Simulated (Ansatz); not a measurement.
Born–Oppenheimer molecular dynamics of a periodic cell of 17 atoms, TiSi16 (host Si, host structure diamond, interstitial Ti). It goes on from the last frame of an earlier run, with new velocities.

Theory: DFT LDA, scalar-relativistic, plane waves, PAW in Ansatz. Settings: accuracy low, PAW set soft_1, cutoff 420 eV, k mesh 2x2x2, fermi-dirac smearing 0.05 eV, no spin polarisation.

```json
{
 "ensemble": "NVT, Nosé–Hoover chain",
 "time step": "2 fs",
 "steps asked": "280",
 "set temperature": "840 K",
 "thermostat": "time constant 100 fs, chain length 5",
 "seed": "897349"
}
```

First frame:

```xyz
17
Lattice="0.0000 5.4300 5.4300 5.4300 0.0000 5.4300 5.4300 5.4300 0.0000" Properties=species:S:1:pos:R:3
Si 0.106 -0.008 0.045
Si 1.408 1.366 1.409
Si 2.910 2.458 -0.003
Si 4.167 3.888 1.158
Si 2.615 0.277 3.010
Si 4.072 1.585 4.223
Si 5.444 2.707 2.700
Si 6.859 3.972 4.234
Si -0.223 2.623 2.417
Si 1.063 4.060 3.730
Si 2.769 5.269 2.422
Si 4.162 6.608 3.891
Si 2.514 2.972 5.626
Si 3.990 4.401 7.014
Si 5.676 5.356 5.668
Si 6.874 6.813 6.872
Ti 4.009 4.056 4.049
```

Task: What does the run give?

Result: The run went to its last step.

```
steps done                                               : 280
time covered                                             : 560 fs
mean temperature over the second half                    : 985 K
spread of the potential energy over the second half      : 30.5 meV per atom
mean potential energy of the second half above the start : 48.5 meV per atom
```

The conserved energy stayed within 0.46 meV per atom of its start (net change 0.26 meV per atom), so the integration is sound. The mean temperature of the second half is 17 % above the set value. A run of 0.56 ps of so small a system gives no equilibrium averages. Limits of this set-up: coarse k mesh, PAW files made for another functional, low accuracy level.

Task: What happens to the structure?

Result: Mean squared displacements from the first frame to the last, about the centre of mass: Si 0.08 Å², Ti 0.06 Å². The details hang on the random start.

Task: How do temperature and energy run in time?

Result: 
```json
{"time (fs)": "0.0", "T (K)": "840", "potential energy less start (eV)": "0.000", "conserved less start (meV/atom)": "0.00"}
{"time (fs)": "18.0", "T (K)": "729", "potential energy less start (eV)": "0.237", "conserved less start (meV/atom)": "0.21"}
{"time (fs)": "36.0", "T (K)": "906", "potential energy less start (eV)": "-0.116", "conserved less start (meV/atom)": "0.04"}
{"time (fs)": "54.0", "T (K)": "656", "potential energy less start (eV)": "0.417", "conserved less start (meV/atom)": "0.21"}
{"time (fs)": "72.0", "T (K)": "893", "potential energy less start (eV)": "-0.043", "conserved less start (meV/atom)": "0.08"}
{"time (fs)": "90.0", "T (K)": "723", "potential energy less start (eV)": "0.348", "conserved less start (meV/atom)": "0.20"}
{"time (fs)": "108.0", "T (K)": "783", "potential energy less start (eV)": "0.277", "conserved less start (meV/atom)": "0.14"}
{"time (fs)": "126.0", "T (K)": "785", "potential energy less start (eV)": "0.353", "conserved less start (meV/atom)": "0.17"}
{"time (fs)": "144.0", "T (K)": "868", "potential energy less start (eV)": "0.306", "conserved less start (meV/atom)": "0.13"}
{"time (fs)": "162.0", "T (K)": "883", "potential energy less start (eV)": "0.440", "conserved less start (meV/atom)": "0.20"}
{"time (fs)": "180.0", "T (K)": "985", "potential energy less start (eV)": "0.468", "conserved less start (meV/atom)": "0.28"}
{"time (fs)": "198.0", "T (K)": "1003", "potential energy less start (eV)": "0.691", "conserved less start (meV/atom)": "0.27"}
{"time (fs)": "216.0", "T (K)": "1266", "potential energy less start (eV)": "0.383", "conserved less start (meV/atom)": "0.13"}
{"time (fs)": "234.0", "T (K)": "949", "potential energy less start (eV)": "1.227", "conserved less start (meV/atom)": "0.39"}
{"time (fs)": "252.0", "T (K)": "783", "potential energy less start (eV)": "1.656", "conserved less start (meV/atom)": "0.40"}
{"time (fs)": "270.0", "T (K)": "897", "potential energy less start (eV)": "1.490", "conserved less start (meV/atom)": "0.35"}
{"time (fs)": "288.0", "T (K)": "965", "potential energy less start (eV)": "1.392", "conserved less start (meV/atom)": "0.29"}
{"time (fs)": "306.0", "T (K)": "896", "potential energy less start (eV)": "1.553", "conserved less start (meV/atom)": "0.36"}
{"time (fs)": "324.0", "T (K)": "837", "potential energy less start (eV)": "1.678", "conserved less start (meV/atom)": "0.41"}
{"time (fs)": "342.0", "T (K)": "987", "potential energy less start (eV)": "1.363", "conserved less start (meV/atom)": "0.29"}
{"time (fs)": "360.0", "T (K)": "1102", "potential energy less start (eV)": "1.107", "conserved less start (meV/atom)": "0.36"}
{"time (fs)": "378.0", "T (K)": "1347", "potential energy less start (eV)": "0.523", "conserved less start (meV/atom)": "0.21"}
{"time (fs)": "396.0", "T (K)": "1127", "potential energy less start (eV)": "0.833", "conserved less start (meV/atom)": "0.32"}
{"time (fs)": "414.0", "T (K)": "1179", "potential energy less start (eV)": "0.534", "conserved less start (meV/atom)": "0.12"}
{"time (fs)": "432.0", "T (K)": "687", "potential energy less start (eV)": "1.402", "conserved less start (meV/atom)": "0.44"}
{"time (fs)": "450.0", "T (K)": "1117", "potential energy less start (eV)": "0.374", "conserved less start (meV/atom)": "0.14"}
{"time (fs)": "468.0", "T (K)": "902", "potential energy less start (eV)": "0.657", "conserved less start (meV/atom)": "0.17"}
{"time (fs)": "486.0", "T (K)": "865", "potential energy less start (eV)": "0.624", "conserved less start (meV/atom)": "0.15"}
{"time (fs)": "504.0", "T (K)": "874", "potential energy less start (eV)": "0.499", "conserved less start (meV/atom)": "0.18"}
{"time (fs)": "522.0", "T (K)": "973", "potential energy less start (eV)": "0.205", "conserved less start (meV/atom)": "0.17"}
{"time (fs)": "540.0", "T (K)": "1091", "potential energy less start (eV)": "-0.156", "conserved less start (meV/atom)": "0.13"}
{"time (fs)": "558.0", "T (K)": "721", "potential energy less start (eV)": "0.495", "conserved less start (meV/atom)": "0.25"}
```

The run took 23 min on 1 thread of Arm Neoverse V1 (shared host), peak memory 0.61 GiB.
